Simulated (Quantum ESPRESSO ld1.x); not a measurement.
Results of a calculation; reference values are marked as such.
Task: The table gives one normalised radial function P(r) = r R(r) of Pm5+ in [Kr] 4d10 4f3 5s2 5p5 (r in bohr). Level of theory: scalar-relativistic Kohn-Sham, LDA (Slater exchange, Perdew-Zunger correlation), spin-polarised, spherical densities, point nucleus; open shells are filled with parallel spins first (spin-orbit coupling, left out, can overturn this in heavy ions) (ld1.x of Quantum ESPRESSO 7.5).

r,P
0.003732,0.0000
0.004938,0.0000
0.006481,0.0000
0.008575,0.0000
0.01126,0.0000
0.01477,0.0001
0.01955,0.0003
0.02566,0.0007
0.03395,0.0020
0.04456,0.0051
0.05849,0.0124
0.07739,0.0296
0.1016,0.0651
0.1344,0.1362
0.1764,0.2563
0.2316,0.4379
0.3064,0.6767
0.4022,0.9083
0.5321,1.0622
0.6985,1.0648
0.9242,0.9145
1.213,0.6752
1.592,0.4189
2.107,0.2030
2.765,0.0736
3.659,0.0166
4.802,0.0022

Which n and l does it have? It may be an empty orbital.

Result: n = 4, l = 3: the number of nodes gives n - l - 1 = 0, the rise at small r (about r^(l+1), flatter next to the nucleus through relativity) gives l, and the extent must fit the shell. The curve is that of 4f down; the table hardly tells the two spins apart. 4f down (empty): eigenvalue -65.421 eV, 0 radial nodes, <r> = 0.858 bohr, 90 % of the charge inside 1.42 bohr.
